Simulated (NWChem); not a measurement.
Species: C₅H₅N; SMILES C#C/C=N/C=C

```xyz
11

C      0.3309     3.0851     0.0000
C     -0.0276     1.9288     0.0000
C     -0.5225     0.5929     0.0000
N      0.2617    -0.4283     0.0000
C     -0.3354    -1.6878     0.0000
C      0.4061    -2.8039     0.0000
H      0.6740     4.0948     0.0000
H     -1.6183     0.4867     0.0000
H     -1.4306    -1.7425     0.0000
H     -0.0554    -3.7859     0.0000
H      1.4899    -2.7451     0.0000
```
Atoms are numbered in this order, from 1.

Results from NWChem. The geometry was optimised at B3LYP/6-31G* (spherical d).

For level B3LYP/STO-3G:

```
Quantity                     Value
---------------------------  -----
highest occupied level (eV)  -4.96
orbital gap (eV)              5.41
```

Question: Estimate the same quantities for level B3LYP/aug-pcseg-1.

Answer: The highest occupied level (eV) is -6.89 and the orbital gap (eV) is 4.62.
